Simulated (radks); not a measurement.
Task: The mean radii <r> (bohr) of the occupied orbitals of an atom or ion are listed with their occupations. Calculated with a radial shooting solver on a logarithmic mesh with Libxc functionals: Dirac Kohn-Sham, PBE, spin-unpolarised, spherical densities, point nucleus.

| orbital | occ. | <r> |
|---|---|---|
| 1s1/2 | 2 | 0.01658 |
| 2s1/2 | 2 | 0.06923 |
| 2p1/2 | 2 | 0.05692 |
| 2p3/2 | 4 | 0.06560 |
| 3s1/2 | 2 | 0.1801 |
| 3p1/2 | 2 | 0.1704 |
| 3p3/2 | 4 | 0.1863 |
| 3d3/2 | 4 | 0.1621 |
| 3d5/2 | 6 | 0.1670 |
| 4s1/2 | 2 | 0.3990 |
| 4p1/2 | 2 | 0.4010 |
| 4p3/2 | 4 | 0.4351 |
| 4d3/2 | 4 | 0.4421 |
| 4d5/2 | 6 | 0.4532 |
| 5s1/2 | 1 | 0.8916 |
| 4f5/2 | 6 | 0.4770 |
| 4f7/2 | 8 | 0.4835 |
| 5p1/2 | 2 | 0.9532 |
| 5p3/2 | 4 | 1.039 |
| 5d3/2 | 4 | 1.270 |
| 5d5/2 | 4 | 1.305 |
| 6d3/2 | 1 | 3.258 |

Name the element and its charge. Open shells, if any, fill j = l - 1/2 first.

Result: Z = 80, mercury, charge +4: Hg4+ in [Kr] 4d10 4f14 5s1 5p6 5d8 6d1. The 1s radius gives Z: for a bare nucleus <r> = (2 gamma + 1)/(2Z) with gamma = sqrt(1 - (Z/c)^2), 0.0164 bohr for Z = 80, and screening makes it slightly larger (0.01658 here). The occupations add up to 76, and the charge is Z minus that.
